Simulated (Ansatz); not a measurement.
Multireference treatment of Be, singlet

Calculated in Ansatz's Gaussian-basis code. Basis aug-cc-pVTZ, nonrelativistic, no frozen core. State-specific CASSCF; RHF is the lowest restricted (open-shell) Hartree–Fock solution met. No symmetry is imposed, so a solution can break that of the shape. No proof that the lowest CASSCF solution was found.

System: a free atom or ion.

(1) What do CASSCF and its corrections give against RHF in CAS(2,4), and what are the occupations?

Answers

(1) CASSCF -1.186 eV, SC-NEVPT2 -1.367 eV; occupations 1.80, 0.07, 0.07, 0.07.
